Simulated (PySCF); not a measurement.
A structure optimised at PBE-D3(BJ)/def2-SVP, used in a PySCF frequency run:

```xyz
8

Si     0.6048     1.0949     0.0000
F     -0.6836     2.1008     0.0000
C     -0.0412    -0.7287     0.0000
F     -0.7866    -1.0189    -1.0939
F     -0.7866    -1.0189     1.0939
F      1.0329    -1.5693     0.0000
H      1.3974     1.3008    -1.2507
H      1.3974     1.3008     1.2507
```
Charge 0, spin multiplicity 1.

Q: Write its SMILES, formula and point group.

A: F[SiH2]C(F)(F)F, CH2F4Si, Cs

Q: What are its rotational constants (standard atomic weights)?

A: 4.3870, 1.9274, 1.8039 GHz
